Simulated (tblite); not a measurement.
A geometry optimisation, step by step.

Species: C5H11B2BrSi.
SMILES with atom numbers: `[CH:1]#[C:2][BH:3][Si@@H:4]([BH:5][Br:6])[CH2:7][CH2:8][CH3:9]` (hydrogens: H10 on C1; H11 on B3; H12 on Si4; H13 on B5; H14, H15 on C7; H16, H17 on C8; H18, H19, H20 on C9)

Computed with GFN2-xTB (tblite), gas phase: L-BFGS steps from a force-field or distance-geometry start until the largest atomic force falls under 0.01 eV/Å. 4 of its 84 geometries are shown.

Step 0: E = -666.6290 eV, largest atomic force 1.561 eV/Å
```
atom  x, y, z in Å  |  force x, y, z in eV/Å
C1      2.956    0.291    2.579   -0.105  -0.010  -0.329
C2      2.809    0.189    1.377    0.156  -0.017  -0.255
B3      2.648    0.039   -0.126    0.401   0.254   0.928
Si4     0.945   -0.556   -0.862    0.252  -0.731   0.051
B5      0.577   -2.353   -0.182    0.339  -0.089   1.406
Br6    -0.029   -2.569    1.702    0.360   0.035  -1.519
C7     -0.408    0.626   -0.331   -0.261   0.811   0.275
C8     -1.748    0.237   -0.940   -0.347  -0.306  -0.146
C9     -2.846    1.202   -0.526   -0.566   0.403   0.091
H10     3.060    0.388    3.631   -0.043  -0.055  -0.384
H11     3.527    0.309   -0.858    0.032  -0.025   0.231
H12     1.024   -0.598   -2.319   -0.110   0.094  -0.505
H13     1.181   -3.242   -0.658   -0.414  -0.255   0.220
H14    -0.475    0.611    0.778   -0.049   0.214  -0.623
H15    -0.127    1.653   -0.656   -0.375  -0.492   0.373
H16    -2.041   -0.789   -0.600    0.295   0.659  -0.343
H17    -1.672    0.238   -2.050   -0.006  -0.133   0.634
H18    -2.970    1.199    0.578    0.087   0.086  -0.700
H19    -3.815    0.902   -0.981    0.584   0.266   0.295
H20    -2.601    2.235   -0.863   -0.228  -0.709   0.301
```

Step 28: E = -666.9808 eV, largest atomic force 0.037 eV/Å
```
atom  x, y, z in Å  |  force x, y, z in eV/Å
C1      2.943    0.299    2.561   -0.010  -0.003  -0.010
C2      2.861    0.227    1.356    0.012   0.014   0.001
B3      2.720    0.096   -0.121   -0.006  -0.015  -0.011
Si4     1.012   -0.566   -0.855   -0.036  -0.008   0.000
B5      0.709   -2.369   -0.108   -0.003   0.005  -0.008
Br6    -0.047   -2.572    1.590    0.001   0.008  -0.009
C7     -0.419    0.617   -0.338    0.005   0.019   0.007
C8     -1.771    0.239   -0.935    0.011  -0.009   0.001
C9     -2.869    1.212   -0.521    0.006  -0.004  -0.002
H10     3.023    0.362    3.607   -0.006   0.002   0.009
H11     3.647    0.321   -0.801    0.013   0.008   0.003
H12     0.965   -0.588   -2.341    0.011   0.002   0.006
H13     1.069   -3.363   -0.621   -0.010  -0.008   0.002
H14    -0.502    0.633    0.751    0.004  -0.009   0.001
H15    -0.174    1.637   -0.643   -0.008   0.012   0.002
H16    -2.048   -0.768   -0.613    0.006  -0.005   0.005
H17    -1.693    0.225   -2.025   -0.004  -0.005   0.000
H18    -2.983    1.220    0.562    0.006   0.000  -0.006
H19    -3.822    0.927   -0.964    0.007   0.002   0.005
H20    -2.627    2.222   -0.848    0.000  -0.005   0.004
```

Step 55: E = -666.9829 eV, largest atomic force 0.025 eV/Å
```
atom  x, y, z in Å  |  force x, y, z in eV/Å
C1      2.898    0.313    2.553    0.003   0.001  -0.003
C2      2.855    0.237    1.347   -0.004   0.002   0.000
B3      2.737    0.097   -0.132   -0.005  -0.001  -0.003
Si4     1.029   -0.561   -0.872   -0.015   0.020   0.002
B5      0.677   -2.358   -0.133   -0.002   0.001   0.001
Br6    -0.067   -2.525    1.574    0.002  -0.006   0.005
C7     -0.397    0.617   -0.332    0.001  -0.001  -0.003
C8     -1.751    0.222   -0.915    0.008   0.005   0.001
C9     -2.852    1.196   -0.508    0.001  -0.004   0.001
H10     2.953    0.382    3.601   -0.004   0.002   0.004
H11     3.668    0.327   -0.803    0.005  -0.001   0.004
H12     0.980   -0.564   -2.357    0.006  -0.006   0.002
H13     0.978   -3.369   -0.651    0.002  -0.010  -0.011
H14    -0.465    0.625    0.758   -0.006   0.005  -0.013
H15    -0.170    1.642   -0.634    0.002  -0.014  -0.001
H16    -2.020   -0.782   -0.576    0.007   0.014  -0.001
H17    -1.681    0.192   -2.005   -0.003  -0.003   0.006
H18    -2.960    1.216    0.574    0.004   0.001  -0.001
H19    -3.804    0.902   -0.944   -0.002   0.000   0.004
H20    -2.614    2.202   -0.849   -0.001  -0.006   0.004
```

Step 83: E = -666.9845 eV, largest atomic force 0.009 eV/Å
```
atom  x, y, z in Å  |  force x, y, z in eV/Å
C1      2.837    0.347    2.563   -0.009   0.002   0.002
C2      2.825    0.253    1.358    0.001  -0.006  -0.002
B3      2.743    0.085   -0.121   -0.001   0.001  -0.001
Si4     1.045   -0.566   -0.886    0.003   0.003  -0.007
B5      0.650   -2.366   -0.173    0.001   0.004   0.000
Br6    -0.032   -2.550    1.558    0.001   0.004   0.001
C7     -0.372    0.630   -0.360   -0.001  -0.001  -0.002
C8     -1.737    0.215   -0.899   -0.003   0.001  -0.001
C9     -2.835    1.184   -0.474    0.000  -0.004  -0.004
H10     2.858    0.434    3.611    0.005   0.002   0.000
H11     3.692    0.299   -0.773    0.002  -0.004   0.006
H12     1.017   -0.562   -2.372    0.000  -0.003   0.003
H13     0.879   -3.374   -0.732    0.006  -0.001  -0.004
H14    -0.417    0.678    0.730   -0.001  -0.005   0.002
H15    -0.149    1.641   -0.705    0.002   0.003   0.001
H16    -1.987   -0.787   -0.538   -0.004   0.004   0.005
H17    -1.697    0.168   -1.989   -0.002  -0.002   0.000
H18    -2.908    1.224    0.611    0.004   0.003  -0.006
H19    -3.798    0.872   -0.872   -0.003   0.001   0.002
H20    -2.620    2.186   -0.842    0.000  -0.002   0.008
```

Q: Summarise the path.

A: The energy falls by 34.30 kJ/mol from step 0 to step 83; nine tenths of that is first reached at step 7. It falls at every step. The largest force goes from 1.561 to 0.009 eV/Å. Among the bonds B5–Br6 changes most, from 1.991 to 1.870 Å; the atoms move by 0.128 Å rms after alignment.

Q: Follow the three bonds and two angles with the largest change from start to end.

A: 
```json
{"step": "0", "E above end (kJ/mol)": "34.30", "largest force (eV/Å)": "1.561", "B5–Br6 (Å)": "1.991", "Si4–C7 (Å)": "1.873", "C2–B3 (Å)": "1.519", "Si4–B5–H13 (°)": "117.2", "C7–Si4–H12 (°)": "109.9"}
{"step": "4", "E above end (kJ/mol)": "6.80", "largest force (eV/Å)": "1.528", "B5–Br6 (Å)": "1.854", "Si4–C7 (Å)": "1.908", "C2–B3 (Å)": "1.497", "Si4–B5–H13 (°)": "118.7", "C7–Si4–H12 (°)": "107.3"}
{"step": "7", "E above end (kJ/mol)": "2.61", "largest force (eV/Å)": "0.217", "B5–Br6 (Å)": "1.867", "Si4–C7 (Å)": "1.916", "C2–B3 (Å)": "1.488", "Si4–B5–H13 (°)": "121.7", "C7–Si4–H12 (°)": "107.1"}
{"step": "11", "E above end (kJ/mol)": "1.14", "largest force (eV/Å)": "0.105", "B5–Br6 (Å)": "1.872", "Si4–C7 (Å)": "1.925", "C2–B3 (Å)": "1.488", "Si4–B5–H13 (°)": "124.2", "C7–Si4–H12 (°)": "106.1"}
{"step": "14", "E above end (kJ/mol)": "0.67", "largest force (eV/Å)": "0.070", "B5–Br6 (Å)": "1.869", "Si4–C7 (Å)": "1.927", "C2–B3 (Å)": "1.492", "Si4–B5–H13 (°)": "124.4", "C7–Si4–H12 (°)": "105.0"}
{"step": "18", "E above end (kJ/mol)": "0.49", "largest force (eV/Å)": "0.039", "B5–Br6 (Å)": "1.870", "Si4–C7 (Å)": "1.927", "C2–B3 (Å)": "1.489", "Si4–B5–H13 (°)": "124.6", "C7–Si4–H12 (°)": "104.6"}
{"step": "22", "E above end (kJ/mol)": "0.42", "largest force (eV/Å)": "0.039", "B5–Br6 (Å)": "1.869", "Si4–C7 (Å)": "1.926", "C2–B3 (Å)": "1.490", "Si4–B5–H13 (°)": "124.2", "C7–Si4–H12 (°)": "104.7"}
{"step": "25", "E above end (kJ/mol)": "0.39", "largest force (eV/Å)": "0.037", "B5–Br6 (Å)": "1.870", "Si4–C7 (Å)": "1.927", "C2–B3 (Å)": "1.490", "Si4–B5–H13 (°)": "124.1", "C7–Si4–H12 (°)": "104.7"}
{"step": "29", "E above end (kJ/mol)": "0.35", "largest force (eV/Å)": "0.044", "B5–Br6 (Å)": "1.869", "Si4–C7 (Å)": "1.926", "C2–B3 (Å)": "1.490", "Si4–B5–H13 (°)": "124.1", "C7–Si4–H12 (°)": "104.8"}
{"step": "32", "E above end (kJ/mol)": "0.31", "largest force (eV/Å)": "0.026", "B5–Br6 (Å)": "1.869", "Si4–C7 (Å)": "1.925", "C2–B3 (Å)": "1.490", "Si4–B5–H13 (°)": "124.2", "C7–Si4–H12 (°)": "105.1"}
{"step": "36", "E above end (kJ/mol)": "0.29", "largest force (eV/Å)": "0.016", "B5–Br6 (Å)": "1.869", "Si4–C7 (Å)": "1.927", "C2–B3 (Å)": "1.490", "Si4–B5–H13 (°)": "124.2", "C7–Si4–H12 (°)": "105.1"}
{"step": "40", "E above end (kJ/mol)": "0.25", "largest force (eV/Å)": "0.032", "B5–Br6 (Å)": "1.869", "Si4–C7 (Å)": "1.926", "C2–B3 (Å)": "1.490", "Si4–B5–H13 (°)": "124.3", "C7–Si4–H12 (°)": "105.2"}
{"step": "43", "E above end (kJ/mol)": "0.22", "largest force (eV/Å)": "0.034", "B5–Br6 (Å)": "1.870", "Si4–C7 (Å)": "1.927", "C2–B3 (Å)": "1.490", "Si4–B5–H13 (°)": "124.7", "C7–Si4–H12 (°)": "105.1"}
{"step": "47", "E above end (kJ/mol)": "0.18", "largest force (eV/Å)": "0.022", "B5–Br6 (Å)": "1.869", "Si4–C7 (Å)": "1.926", "C2–B3 (Å)": "1.490", "Si4–B5–H13 (°)": "124.9", "C7–Si4–H12 (°)": "105.0"}
{"step": "51", "E above end (kJ/mol)": "0.16", "largest force (eV/Å)": "0.014", "B5–Br6 (Å)": "1.870", "Si4–C7 (Å)": "1.926", "C2–B3 (Å)": "1.490", "Si4–B5–H13 (°)": "124.9", "C7–Si4–H12 (°)": "104.9"}
{"step": "54", "E above end (kJ/mol)": "0.16", "largest force (eV/Å)": "0.024", "B5–Br6 (Å)": "1.869", "Si4–C7 (Å)": "1.927", "C2–B3 (Å)": "1.490", "Si4–B5–H13 (°)": "124.9", "C7–Si4–H12 (°)": "104.8"}
{"step": "58", "E above end (kJ/mol)": "0.14", "largest force (eV/Å)": "0.016", "B5–Br6 (Å)": "1.869", "Si4–C7 (Å)": "1.926", "C2–B3 (Å)": "1.490", "Si4–B5–H13 (°)": "124.9", "C7–Si4–H12 (°)": "105.0"}
{"step": "61", "E above end (kJ/mol)": "0.11", "largest force (eV/Å)": "0.036", "B5–Br6 (Å)": "1.870", "Si4–C7 (Å)": "1.926", "C2–B3 (Å)": "1.490", "Si4–B5–H13 (°)": "124.9", "C7–Si4–H12 (°)": "105.2"}
{"step": "65", "E above end (kJ/mol)": "0.08", "largest force (eV/Å)": "0.020", "B5–Br6 (Å)": "1.869", "Si4–C7 (Å)": "1.928", "C2–B3 (Å)": "1.490", "Si4–B5–H13 (°)": "124.6", "C7–Si4–H12 (°)": "105.2"}
{"step": "69", "E above end (kJ/mol)": "0.05", "largest force (eV/Å)": "0.019", "B5–Br6 (Å)": "1.869", "Si4–C7 (Å)": "1.927", "C2–B3 (Å)": "1.490", "Si4–B5–H13 (°)": "124.6", "C7–Si4–H12 (°)": "105.1"}
{"step": "72", "E above end (kJ/mol)": "0.03", "largest force (eV/Å)": "0.015", "B5–Br6 (Å)": "1.870", "Si4–C7 (Å)": "1.928", "C2–B3 (Å)": "1.490", "Si4–B5–H13 (°)": "124.7", "C7–Si4–H12 (°)": "105.0"}
{"step": "76", "E above end (kJ/mol)": "0.02", "largest force (eV/Å)": "0.014", "B5–Br6 (Å)": "1.869", "Si4–C7 (Å)": "1.927", "C2–B3 (Å)": "1.490", "Si4–B5–H13 (°)": "124.7", "C7–Si4–H12 (°)": "104.9"}
{"step": "79", "E above end (kJ/mol)": "0.01", "largest force (eV/Å)": "0.012", "B5–Br6 (Å)": "1.870", "Si4–C7 (Å)": "1.927", "C2–B3 (Å)": "1.490", "Si4–B5–H13 (°)": "124.7", "C7–Si4–H12 (°)": "104.9"}
{"step": "83", "E above end (kJ/mol)": "0.00", "largest force (eV/Å)": "0.009", "B5–Br6 (Å)": "1.870", "Si4–C7 (Å)": "1.927", "C2–B3 (Å)": "1.490", "Si4–B5–H13 (°)": "124.8", "C7–Si4–H12 (°)": "104.9"}
```

What follows is the cost of the whole relaxation. The run took 1.4 s wall on one thread of an Arm Neoverse N1, shared host.
